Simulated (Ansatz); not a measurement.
`BC#CF` at its PBE0-D4/def2-TZVP geometry, where that method's forces vanish. Total charge 0; spin multiplicity 1.

```xyz
6

B    -0.2384    1.1015   -0.2862
C     0.0683   -0.3160    0.0823
C     0.3157   -1.4592    0.3791
F     0.5754   -2.6568    0.6900
H    -1.0431    1.3345   -1.1367
H     0.3221    1.9959    0.2714
```

**Question.** What forces (eV/Å) does PBE-D4/def2-TZVPP give on these atoms in the Gaussian-basis code of Ansatz? (Estimate.)

**Answer.** Computed: 
```
B1   0.032 -0.150  0.040
C2  -0.286  1.319 -0.343
C3   0.132 -0.606  0.157
F4   0.154 -0.713  0.186
H5  -0.095  0.037 -0.101
H6   0.063  0.114  0.062
```
